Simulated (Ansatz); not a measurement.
Calculated with Ansatz (gas phase, PBE0-D4/def2-TZVP geometries, no zero-point term in ΔE). CBS: MP2 limit from def2 TZ/QZ plus the TZ coupled-cluster correction, frozen cores. DFT in def2-TZVPP. HSE06 is defined as in plane-wave codes. For Br outer-core shells are correlated without core-valence functions, which leaves a few kJ/mol of doubt a bond. Scalar relativity is left out up to krypton. One conformer a species, not always the lowest.

Consider the formal exchange of groups at a C–N bond: `CNCCN` + `O[SiH](Cl)Br` → `C[Si](O)(Cl)Br` + `NCCN`.

| level | ΔE (kcal/mol) | difference from CCSD(T)/CBS |
| --- | --- | --- |
| BLYP-D4 | -19.2 | 0.9 |
| HSE06-D4 | -19.8 | 0.3 |
| CAM-B3LYP-D4 | -19.2 | 0.9 |
| ωB97X-V | -19.1 | 1.0 |
| r2SCAN | -20.4 | -0.3 |
| PBE0 | -19.4 | 0.7 |
| CAM-B3LYP | -18.6 | 1.5 |
| CCSD(T)/def2-TZVPP | -19.3 | 0.8 |
| HF/def2-QZVPP | -17.6 | 2.5 |
| HF/CBS(def2) | -17.6 | 2.5 |
| CCSD(T)/CBS | -20.1 | 0 |

Largest T1 diagnostic among the species: 0.009.

Leaving LDA and LC-ωPBE aside and taking each functional with its dispersion term where it has one, the values, not all of them listed here, spread over 1.7 kcal/mol, from B97M-V to ωB97X-V. In def2-TZVPP, CCSD(T) changes the Hartree–Fock value by −1.7 kcal/mol (the triples alone add −0.1 kcal/mol) and MP2 by −2.6 kcal/mol. The D4 term adds −0.9 kcal/mol with B3LYP and −0.5 kcal/mol with PBE0; it sums over pairs of atoms, weighted by their polarisabilities, and B3LYP, whose exchange is more repulsive, gets the larger term.

B3LYP here is the variant with VWN-RPA as its local correlation; programs differ in this.
